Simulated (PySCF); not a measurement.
Working out the ionisation energy of Pd

Pd [Kr] 4d10 (1S) → Pd⁺ [Kr] 4d9 (2D). Computed with PySCF 2.14 in cc-pVDZ-PP with ECP28MDF, with scalar relativity through the core potential. Frozen: 4s2 4p6. Energies in hartree (1 hartree = 27.21139 eV):

```
             part   Pd (lower)  Pd⁺ (upper)
              UHF  -126.607155  -126.376248
MP2 opposite-spin    -0.174783    -0.132295
    MP2 same-spin    -0.099138    -0.076085
```

What does Hartree-Fock give?

(-126.376248) − (-126.607155) = 0.230907 hartree = 6.283 eV.

What do MP2 and SCS-MP2 (6/5 opposite-spin, 1/3 same-spin) give?

The opposite-spin parts differ by 1.156 eV and the same-spin parts by 0.627 eV. MP2: 6.283 + (1.156) + (0.627) = 8.066 eV. SCS-MP2: 6.283 + 1.2 × (1.156) + (0.627)/3 = 7.879 eV.

Measured between the centres of the two terms (NIST): 8.512 eV, so MP2 (valence) is off by -0.446 eV.

A double-zeta basis recovers only part of the correlation energy.

What remains against the reference includes basis incompleteness, the frozen core and correlation beyond second order.
